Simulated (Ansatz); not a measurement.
`FC1=CO[SiH2][SiH2]1`, charge 0, multiplicity 1.

Q: Give a relaxed structure at PBE0-D4/def2-TZVP (the Gaussian-basis code of Ansatz). (Best estimate.)

A: The calculation gave: 
```xyz
11

F    -2.273    0.201    1.398
C    -1.166    0.032    0.638
C    -1.206   -0.875   -0.347
O    -0.164   -1.133   -1.171
Si    1.252   -0.245   -0.920
Si    0.417    0.989    0.882
H    -2.090   -1.472   -0.552
H     1.560    0.499   -2.166
H     2.353   -1.199   -0.637
H     1.055    0.751    2.203
H     0.262    2.452    0.671
```
Point group Cs.
This is one stationary point; other conformers may exist.
